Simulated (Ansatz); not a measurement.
Geometry optimisation, RKS B3LYP/def2-SVP in Ansatz.

input.yaml

```yaml
crystal:
  periodic: [false, false, false]
  atoms:
    - { symbol: F, position_ang: [-0.42058, -2.5852, 0.65479] }
    - { symbol: Al, position_ang: [-0.25168, -1.01874, 0.19144] }
    - { symbol: C, position_ang: [0.38308, 0.75454, 0.00485] }
    - { symbol: O, position_ang: [-0.89277, 0.2039, -0.75018] }
    - { symbol: H, position_ang: [1.10832, 1.06623, -0.737] }
    - { symbol: H, position_ang: [0.07364, 1.57927, 0.6361] }
basis:
  gaussian: { orbitals: def2-SVP }
hamiltonian:
  xc: b3lyp
relax:
  f_tol: 0.02
  max_steps: 50
```

Command:

```bash
$ ansatz run input.yaml --threads 1 --pin off --max-ram 2048MiB --backend cpu --events-out ev --progress --plain --runs-dir out
```

Where does it end, and by what steps?

The run converged. After 6 steps the energy has fallen by 0.069 eV; C3 moved furthest, 0.07 Å.

```
step  energy less start (eV)  largest force component (eV/Å)  accepted
   0                  0.0000                           1.057       yes
   1                 -0.0382                           0.618       yes
   2                 -0.0606                           0.164       yes
   3                 -0.0634                           0.109       yes
   4                 -0.0681                           0.066       yes
   5                 -0.0688                           0.057       yes
   6                 -0.0688                           0.013       yes
```

```xyz
6
Properties=species:S:1:pos:R:3
F -0.447 -2.604 0.640
Al -0.206 -1.024 0.229
C 0.327 0.767 -0.041
O -0.883 0.204 -0.743
H 1.127 1.068 -0.735
H 0.083 1.588 0.650
```

Whether the end is a true minimum wasn't checked by a vibrational analysis.

The run took 18 s on 1 thread of Arm Neoverse V1, with other jobs on the host, peak memory 0.15 GiB.
